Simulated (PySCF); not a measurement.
Structure problem from calculated spectra and properties.

Formula: C8H7F3S.

| Quantity | Value |
| --- | --- |
| 1H NMR | chemical shifts (computed TMS as zero) by class: 6.84 (1 H), 6.43 (1 H), 3.23 (2 H), 2.08 (3 H) ppm [GIAO PBE0/pcSseg-1] |
| NMR, other nuclei | isotropic shieldings of nuclei other than C and H, by class: 257 (3 F), -635 (1 S) ppm [GIAO PBE0/pcSseg-1] |
| Dipole | 1.17 D [wB97X-D/def2-SVPD] |
| UV, strongest line | among the 10 lowest singlet transitions: S3 at 4.34 eV (285 nm, f = 0.286) [TDDFT wB97X-D/def2-SVPD] |
| Polarisability | 127.9 au [wB97X-D/def2-SVPD] |
| Triplet | lowest triplet excitation (Tamm–Dancoff): 1.64 eV [TDA wB97X-D/def2-SVPD] |
| 13C NMR | chemical shifts (computed TMS as zero) by class: 226.1 (1 C), 158.5 (1 C), 136.2 (1 C), 129.2 (1 C), 95.4 (1 C), 93.6 (1 C), 29.3 (1 C), 23.0 (1 C) ppm [GIAO PBE0/pcSseg-1] |
| Rotational structure | rotational constants A, B, C: 1.679, 0.345, 0.303 GHz [PBE0-D3(BJ)/def2-SVP] |
| UV, first state | lowest singlet excitation: 2.03 eV (610 nm, f = 0.000) [TDDFT wB97X-D/def2-SVPD] |

The electronic properties come from PySCF, for the isolated species, density fitting. Levels stand in brackets. One conformer (not necessarily the lowest) at the PBE0-D3(BJ)/def2-SVP geometry, without solvent, vibrations or thermal averaging. NMR values are class means; diastereotopic atoms form classes of their own.

Question: Propose a structure and show how it fits.

Answer: Numbering: `[CH2:1]=[C:2]([CH3:3])[C:4](=[S:5])[C:6]#[C:7][CH2:8][C:9]([F:10])([F:11])[F:12]`. Its formula, C8H7F3S, gives 4 degrees of unsaturation: 0 rings and 4 π bonds in the structure found. 8 carbons fall into 8 classes; from least to most shielded: thiocarbonyl carbon [C4] (226.1 ppm), fully substituted alkene carbon [C2] (158.5 ppm), terminal =CH2 carbon [C1] (136.2 ppm), CF3 carbon [C9] (129.2 ppm), alkyne carbon [C7] (95.4 ppm), alkyne carbon [C6] (93.6 ppm), propargylic carbon [C8] (29.3 ppm), allylic carbon [C3] (23.0 ppm). Hydrogen classes from least to most shielded: 1 H on a terminal =CH2 carbon, C1 (6.84 ppm), 1 H on a terminal =CH2 carbon, C1 (6.43 ppm), 2 H on a propargylic carbon, C8 (3.23 ppm), 3 H on an allylic carbon, C3 (2.08 ppm). The other shieldings belong to: 257 ppm, fluorine of a CF3 group [F10/F11/F12]; -635 ppm, thiocarbonyl sulfur [S5]. S1 is mainly HOMO→LUMO (weight 0.98); the largest Löwdin shares of the orbital it empties are 0.74 on the thiocarbonyl sulfur, 0.10 on the thiocarbonyl carbon and 0.05 on an alkyne carbon, of the orbital it fills 0.35 on the thiocarbonyl sulfur, 0.25 on the thiocarbonyl carbon, 0.14 on the terminal =CH2 carbon and 0.08 on an alkyne carbon. By its constants the optimised geometry is an asymmetric top. Structure: `C=C(C)C(=S)C#CCC(F)(F)F`. Computed isomers that give other values at the same levels: `C#C[C@H]1CC=C(SC(F)(F)F)C1` (rotational constant A: 1.991 GHz; this holds for the one conformer computed). The assignments are read from this structure; whether some other isomer fits the data as well wasn't checked.

Conformer computed: `[CH2:1]=[C:2]([CH3:3])[C:4](=[S:5])[C:6]#[C:7][CH2:8][C:9]([F:10])([F:11])[F:12]`: C1–C2–C4–S5 180°, C7–C8–C9–F10 178°.
